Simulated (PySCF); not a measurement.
All of these have the formula CH11O2PSi3. Theory: TDDFT B3LYP/def2-SVPD, vertical, gas phase, core orbitals frozen in the response (PySCF). Geometries: GFN2-xTB; one conformer of each isolated species. Triplets are in the Tamm–Dancoff approximation.

A. `[SiH2]([Si@H](OC)O[SiH3])P`
B. `C[SiH2]O[SiH2]O[SiH2]P`
C. `P[SiH2]CO[SiH2]O[SiH3]`
D. `O([SiH2]C)[Si@@H](P)O[SiH3]`

Lowest singlet levels (six at most, fewer where fewer were computed) with oscillator strengths:

1. 6.31 eV (f 0.012); 6.38 eV (f 0.029); 6.47 eV (f 0.053); 6.65 eV (f 0.034); 6.73 eV (f 0.001); 6.88 eV (f 0.027); T1 5.62 eV
2. 6.13 eV (f 0.008); 6.37 eV (f 0.011); 6.79 eV (f 0.032); 6.92 eV (f 0.028); 7.04 eV (f 0.217); 7.17 eV (f 0.032); T1 5.56 eV
3. 5.50 eV (f 0.032); 5.99 eV (f 0.007); 6.19 eV (f 0.135); 6.45 eV (f 0.030); 6.46 eV (f 0.006); 6.70 eV (f 0.023); T1 5.08 eV
4. 6.06 eV (f 0.007); 6.31 eV (f 0.036); 6.67 eV (f 0.069); 6.90 eV (f 0.104); 6.99 eV (f 0.017); 7.11 eV (f 0.037); T1 5.45 eV

Problem. Which spectrum belongs to which structure?

Solution. 1 = C, 2 = D, 3 = A, 4 = B.
- A: S1 at 5.50 eV, HOMO→LUMO (97%); Löwdin shares by element: HOMO phosphorus 63%, silicon 14% or more, hydrogen 14% or more; LUMO silicon 48%, phosphorus 14% (atoms not listed hold the other 38%); HOMO -7.17 and LUMO -0.79 eV.
- B: S1 at 6.06 eV, HOMO→LUMO+1 (93%); Löwdin shares by element: HOMO phosphorus 58%, silicon 15% or more, hydrogen 11% or more (atoms not listed hold the other 15%); LUMO silicon 33% or more, phosphorus 19%, hydrogen 8% or more (atoms not listed hold the other 41%); HOMO -7.32 and LUMO -0.28 eV.
- C: S1 at 6.31 eV, HOMO→LUMO (63%), HOMO→LUMO+2 (14%), HOMO→LUMO+3 (13%); Löwdin shares by element: HOMO phosphorus 60%, silicon 15% or more, hydrogen 13% or more; LUMO silicon 44%, hydrogen 7% or more (atoms not listed hold the other 49%); HOMO -7.24 and LUMO -0.27 eV.
- D: S1 at 6.13 eV, HOMO→LUMO (90%); Löwdin shares by element: HOMO phosphorus 54%, silicon 15% or more, hydrogen 12% or more (atoms not listed hold the other 18%); LUMO silicon 37% or more, phosphorus 9%, hydrogen 8% or more (atoms not listed hold the other 45%); HOMO -7.21 and LUMO -0.30 eV.
B and D have S1 within 0.08 eV of each other; their strongest listed levels stand at 6.90 eV (f 0.104) and 7.04 eV (f 0.217).
